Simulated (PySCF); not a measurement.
## Worked example: oscillator strength and radiative lifetime

Al(Me)(SH)2 (CH5AlS2), SMILES [CH3][Al]([SH])[SH].

Geometry optimised at PBE0-D3(BJ)/def2-SVP. One conformer was computed; it need not be the lowest.

TDDFT-LC-ωPBE/def2-SVPD (PySCF) puts the first singlet state with f over 0.02 at 6.65 eV (vertical), with the transition dipole (-0.020, 0.121, -0.601) in atomic units.

Problem. Find the oscillator strength, the wavelength and the radiative lifetime that this transition would have in vacuum if emission retraced absorption.

Solution. 
|μ|² = 0.3762 au, so |μ| = 1.56 D. ΔE = 6.65/27.211 = 0.2444 hartree. f = (2/3) ΔE |μ|² = 0.061 (the program prints 0.061).
λ = 1239.84/6.65 = 186 nm; ν = 53636 cm⁻¹.
Einstein's coefficient A = 0.6670 ν² f s⁻¹ (ν in cm⁻¹) = 1.2e8 s⁻¹, so τ = 1/A = 8.5 ns. This state is S3; the lower singlets have f = 0.000, 0.001. The figure is the radiative limit of this one transition; relaxation, internal conversion, crossing to triplets and a medium change what is measured.
